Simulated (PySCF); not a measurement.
PySCF input for BH₄OP, SMILES OBP, PBE0-D3(BJ)/def2-TZVP. Geometry: PBE0-D3(BJ)/def2-TZVP. The values are those of a single conformer.

```python
import numpy as np
from pyscf import gto, scf, dft, df
from pyscf.hessian import thermo

mol = gto.M(
    atom='''
    B    -0.06339470   -0.73555248    0.46811188
    H    -0.84449662   -1.31040209    1.17084278
    O     1.14942255   -1.31132678    0.32235145
    H     1.75388487   -0.83230893   -0.25098564
    P    -0.54241561    0.98660484   -0.24047785
    H    -1.80279896    0.59816904   -0.75473745
    H     0.15123810    0.91384603   -1.47732308
    ''',
    basis='def2-TZVP',
    charge=0,
    spin=0,
    max_memory=1600,
    verbose=3,
)
mf = dft.RKS(mol, xc='pbe0').density_fit(auxbasis='def2-universal-jkfit')
mf.disp = 'd3bj'
mf.grids.level = 3
mf.conv_tol = 1e-11
mf.max_cycle = 100
mf.kernel()

# analytic Hessian; the response equations are solved on a coarser grid
h, args, fine = mf.Hessian(), (mf.mo_energy, mf.mo_coeff, mf.mo_occ), mf.grids
h.max_memory = max(150, 2.5e-5 * df.make_auxmol(mol, mf.with_df.auxbasis).nao * mol.nelec[0] * (mol.nelec[0] + mol.nao))  # MB; small integral blocks
h1ao = h.make_h1(mf.mo_coeff, mf.mo_occ)
mf.grids = dft.Grids(mol).set(level=1).build(with_non0tab=True)
mo1, mo_e1 = h.solve_mo1(*args, h1ao)
mf.grids = fine
hess = h.hess_elec(*args, mo1, mo_e1, h1ao) + h.hess_nuc()
if mf.do_disp():
    hess += h.get_dispersion()
for i in range(mol.natm):  # the analytic DFT Hessian lacks the response of the grid: restore translational invariance
    hess[i, i] -= hess[i].sum(axis=0)
hess = (hess + hess.transpose(1, 0, 3, 2)) / 2
vib = thermo.harmonic_analysis(mol, hess, imaginary_freq=False)
thermo.dump_normal_mode(mol, vib)
th = thermo.thermo(mf, vib['freq_au'][vib['freq_au'] > 0], 298.15, 101325)
thermo.dump_thermo(mol, th)
g0 = mf.nuc_grad_method().set(verbose=0).kernel()

# dipole derivatives [dipole axis, atom, xyz] from the same response
r, irp = mol.intor('int1e_r'), mol.intor('int1e_irp').reshape(3, 3, mol.nao, mol.nao)
sl, dm0, ok = mol.aoslice_by_atom(), np.array(mf.make_rdm1()), []
dmu = np.einsum('a,xt->xat', mol.atom_charges(), np.eye(3))
for a, (_, _, p0, p1) in enumerate(sl):
    dmu[:, a] += 2 * np.einsum('xtij,ij->xt', irp[:, :, :, p0:p1], dm0.reshape(-1, mol.nao, mol.nao).sum(0)[:, p0:p1])
    for u, c, occ, f in [(mo1, mf.mo_coeff, mf.mo_occ, 4)]:
        dmu[:, a] -= f * np.einsum('tui,xuv,vi->xt', u[a], r, c[:, occ > 0], optimize=True)
L = vib['norm_mode']
ir = 974.8801 * (np.einsum('xat,kat->kx', dmu, L) ** 2).sum(1)       # km/mol
apt = np.einsum('xax->a', dmu) / 3

# polarisability derivatives from nuclear gradients in small electric fields
h0, F = mf.get_hcore(), 0.005
def in_field(f, guess):
    m = mf.copy()
    m.verbose, m.conv_tol, m.conv_tol_grad = 0, 1e-11, 2e-7
    m.get_hcore = lambda *a: h0 + np.einsum('x,xij->ij', f, r)
    m.kernel(guess)
    ok.append(m.converged)
    dm = np.array(m.make_rdm1())
    g = m.nuc_grad_method().kernel() - np.outer(mol.atom_charges(), f)
    for a, (_, _, p0, p1) in enumerate(sl):
        g[a] -= 2 * np.einsum('x,xtij,ij->t', f, irp[:, :, :, p0:p1], dm[:, p0:p1])
    return g, -np.einsum('xij,ij->x', r, dm), dm
E = np.eye(3) * F
g0, _, dm0 = in_field(np.zeros(3), dm0)
gp = [in_field(e, dm0) for e in E]
gm = [in_field(-e, 2 * dm0 - p[2]) for e, p in zip(E, gp)]
alpha = np.array([(p[1] - q[1]) / (2 * F) for p, q in zip(gp, gm)])  # bohr^3
check = abs(np.array([-(p[0] - q[0]) / (2 * F) for p, q in zip(gp, gm)]) - dmu).max()
print('static polarisability / bohr^3:', alpha.round(3))
print('largest difference of analytic and finite-field dipole derivatives / e:', check)
da = np.zeros((3, 3, mol.natm, 3))
for x in range(3):
    da[x, x] = -(gp[x][0] + gm[x][0] - 2 * g0) / F**2
for x, y in ((0, 1), (0, 2), (1, 2)):
    up, down = in_field(E[x] + E[y], gp[x][2] + gp[y][2] - dm0), in_field(-E[x] - E[y], gm[x][2] + gm[y][2] - dm0)
    both = -(up[0] + down[0] - 2 * g0) / F**2
    da[x, y] = da[y, x] = (both - da[x, x] - da[y, y]) / 2
aq = np.einsum('xyat,kat->kxy', da, L) * 0.529177210903**2           # A^2/amu^1/2
a = np.einsum('kxx->k', aq) / 3
g2 = 1.5 * (aq**2).sum((1, 2)) - 4.5 * a**2
raman, depol = 45 * a**2 + 7 * g2, 3 * g2 / (45 * a**2 + 4 * g2 + 1e-12)
print('mode   freq/cm-1   IR/(km/mol)   Raman/(A^4/amu)   depolarisation')
for k, w in enumerate(vib['freq_wavenumber']):
    print(f'{k + 1:4d} {w:11.2f} {ir[k]:13.3f} {raman[k]:17.3f} {depol[k]:16.3f}')
print('max |gradient| / (hartree/bohr):', abs(g0).max())
print('APT charges:', apt.round(4))
```

Output:

```
converged SCF energy = -443.675825104798

WARN: DFTD3 does not support analytical Hessian, using finite difference


WARN: Mole.unit (angstrom) is changed to Bohr

Mode                                 0                   1                   2
Irrep
Freq [cm^-1]                      192.8870            292.3859            502.4740
Reduced mass [au]                   1.2206              2.9955              1.2451
Force const [Dyne/A]                0.0268              0.1509              0.1852
Char temp [K]                     277.5215            420.6783            722.9482
Normal mode                   x     y     z       x     y     z       x     y     z
       0   B                -0.04 -0.05 -0.07    0.10  0.04 -0.07    0.02 -0.00  0.07
       1   H                -0.08 -0.14 -0.19    0.00  0.12 -0.11   -0.05 -0.23 -0.19
       2   O                 0.01  0.04  0.04    0.04 -0.13  0.06   -0.01 -0.04 -0.05
       3   H                 0.07  0.12  0.17    0.18 -0.25  0.11    0.14  0.24  0.34
       4   P                 0.03 -0.00 -0.00   -0.05  0.05 -0.01   -0.01  0.05 -0.01
       5   H                -0.26  0.30  0.48   -0.06 -0.13  0.14    0.12 -0.46  0.05
       6   H                -0.44 -0.23 -0.25   -0.20  0.26 -0.10    0.01 -0.53  0.03
Mode                                 3                   4                   5
Irrep
Freq [cm^-1]                      595.9032            688.1752            772.7152
Reduced mass [au]                   2.4086              1.2707              1.3431
Force const [Dyne/A]                0.5039              0.3546              0.4725
Char temp [K]                     857.3720            990.1309           1111.7652
Normal mode                   x     y     z       x     y     z       x     y     z
       0   B                 0.01  0.15 -0.06   -0.03 -0.03 -0.09   -0.04 -0.11  0.07
       1   H                -0.14  0.24 -0.15   -0.04 -0.03 -0.10   -0.07 -0.06  0.09
       2   O                -0.07  0.04 -0.02    0.01  0.04  0.06    0.00  0.01 -0.00
       3   H                 0.09  0.06  0.17   -0.24 -0.34 -0.53   -0.21  0.26 -0.02
       4   P                 0.03 -0.07  0.03    0.01  0.02  0.02    0.03  0.02 -0.02
       5   H                 0.07 -0.40  0.19    0.12 -0.44  0.06    0.08 -0.39  0.16
       6   H                -0.06  0.16 -0.04   -0.04 -0.29 -0.01   -0.21  0.58 -0.18
Mode                                 6                   7                   8
Irrep
Freq [cm^-1]                      879.1565           1010.8407           1095.5202
Reduced mass [au]                   1.3177              1.1542              1.0542
Force const [Dyne/A]                0.6000              0.6948              0.7455
Char temp [K]                    1264.9105           1454.3747           1576.2096
Normal mode                   x     y     z       x     y     z       x     y     z
       0   B                -0.05 -0.07 -0.12   -0.01 -0.01  0.01    0.03  0.01  0.02
       1   H                 0.29  0.35  0.60    0.42 -0.50  0.10   -0.04 -0.02 -0.08
       2   O                -0.00  0.00  0.01   -0.07  0.06 -0.01   -0.01  0.01 -0.00
       3   H                 0.13  0.14  0.26    0.40 -0.45  0.09    0.01 -0.02  0.00
       4   P                 0.00  0.02  0.02    0.01  0.00 -0.01    0.01 -0.01  0.03
       5   H                 0.08 -0.16 -0.08    0.01 -0.09  0.05    0.24  0.07 -0.63
       6   H                -0.04 -0.15 -0.01   -0.03  0.17 -0.03   -0.60 -0.06 -0.33
Mode                                 9                  10                  11
Irrep
Freq [cm^-1]                     1168.4692           1357.1294           2406.6401
Reduced mass [au]                   1.2868              7.1177              1.0365
Force const [Dyne/A]                1.0351              7.7238              3.5371
Char temp [K]                    1681.1671           1952.6070           3462.6193
Normal mode                   x     y     z       x     y     z       x     y     z
       0   B                -0.05 -0.08  0.07    0.21 -0.13 -0.01   -0.00  0.00  0.00
       1   H                -0.48  0.38 -0.02   -0.06  0.18 -0.08   -0.01 -0.01  0.01
       2   O                 0.04  0.04 -0.05   -0.12  0.06  0.01    0.00 -0.00 -0.00
       3   H                 0.47 -0.40  0.06   -0.08  0.01  0.03    0.01 -0.00  0.00
       4   P                -0.00  0.01 -0.00   -0.01  0.01 -0.00   -0.01  0.00  0.03
       5   H                 0.00 -0.03  0.01   -0.03  0.06  0.03   -0.20 -0.05 -0.06
       6   H                 0.01 -0.01  0.01    0.06 -0.05  0.03    0.48 -0.03 -0.83
Mode                                12                  13                  14
Irrep
Freq [cm^-1]                     2440.4531           2614.7633           3863.8628
Reduced mass [au]                   1.0401              1.0968              1.0660
Force const [Dyne/A]                3.6498              4.4183              9.3767
Char temp [K]                    3511.2687           3762.0622           5559.2383
Normal mode                   x     y     z       x     y     z       x     y     z
       0   B                 0.00  0.00 -0.00    0.06  0.04 -0.05    0.00 -0.00  0.00
       1   H                -0.02 -0.01  0.02   -0.62 -0.46  0.56    0.00  0.01 -0.00
       2   O                 0.00  0.00 -0.00   -0.00 -0.00  0.00   -0.04 -0.03  0.04
       3   H                 0.00 -0.00 -0.00   -0.00  0.01 -0.01    0.62  0.47 -0.57
       4   P                -0.03 -0.01 -0.01    0.00 -0.00 -0.00    0.00 -0.00 -0.00
       5   H                 0.86  0.25  0.34   -0.02 -0.00 -0.01    0.00 -0.00  0.00
       6   H                 0.10 -0.02 -0.18   -0.01 -0.00  0.02   -0.00  0.00  0.00
temperature 298.1500 [K]
pressure 101325.00 [Pa]
Rotational constants [GHz] 39.94235 4.88219 4.47540
Symmetry number 1
Zero-point energy (ZPE) 0.04529 [Eh]   118917.037 [J/mol]
                           tot       elec      trans        rot        vib
Entropy [J/mol/K]       282.014      0.000    160.181     98.011     23.822
Cv [J/mol/K]             62.199      0.000     12.472     12.472     37.255
Cp [J/mol/K]             70.513      0.000     20.786     12.472     37.255
Internal energy [J/mol]                      3718.434   3718.434 123479.072
Internal energy [Eh]   -443.62596  -443.67583
Enthalpy [J/mol]                             6197.391   3718.434 123479.072
Enthalpy [Eh]          -443.62502
Gibbs free energy [J/mol]                  -41560.528 -25503.536 116376.472
Gibbs free energy [Eh] -443.65704
static polarisability / bohr^3: [[44.777 -4.61  -0.922]
 [-4.614 49.059 -5.847]
 [-0.924 -5.845 39.641]]
largest difference of analytic and finite-field dipole derivatives / e: 0.0006978461002555836
mode   freq/cm-1   IR/(km/mol)   Raman/(A^4/amu)   depolarisation
   1      192.89         3.791             0.440            0.716
   2      292.39        12.080             1.669            0.327
   3      502.47        63.860             2.622            0.526
   4      595.90        16.935             9.682            0.170
   5      688.18        40.468             2.098            0.531
   6      772.72         2.548             8.917            0.648
   7      879.16         1.258             1.405            0.588
   8     1010.84        83.639             0.872            0.633
   9     1095.52        36.309            15.867            0.708
  10     1168.47       143.893             4.941            0.190
  11     1357.13       267.557             1.010            0.330
  12     2406.64        36.645           144.477            0.192
  13     2440.45        25.438           122.103            0.452
  14     2614.76       121.812           121.596            0.217
  15     3863.86        54.074            65.724            0.238
max |gradient| / (hartree/bohr): 6.879091740406393e-05
APT charges: [ 0.7968 -0.1855 -0.7362  0.2874 -0.0164 -0.0554 -0.0907]
```

The run converged.

Cost: around 100 core-seconds (rough).
